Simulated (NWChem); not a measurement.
CH$_{3}$AlBrCl; SMILES [Cl][Al]([Br])[CH3]

Computed with NWChem. This build's default masses of Se (78.918 u) and Br (79.917 u) are each other's, which moves their modes by up to 0.6 %. Each level has its own optimisation; frequencies are unscaled.

For level B3LYP/3-21G:

| Item | Value |
|---|---|
| r Al–Cl (Å) | 2.195 |
| r Al–Br (Å) | 2.318 |
| r Al–C (Å) | 1.960 |
| highest harmonic frequency (cm⁻¹) | 3135 |
| zero-point energy (kcal/mol) | 24.6 |
| dipole (D) | 3.09 |

Estimate the same quantities for level Hartree-Fock/STO-3G.


| Quantity | Value |
|---|---|
| r Al–Cl (Å) | 2.072 |
| r Al–Br (Å) | 2.177 |
| r Al–C (Å) | 1.884 |
| highest harmonic frequency (cm⁻¹) | 3743 |
| zero-point energy (kcal/mol) | 29.8 |
| dipole (D) | 2.79 |
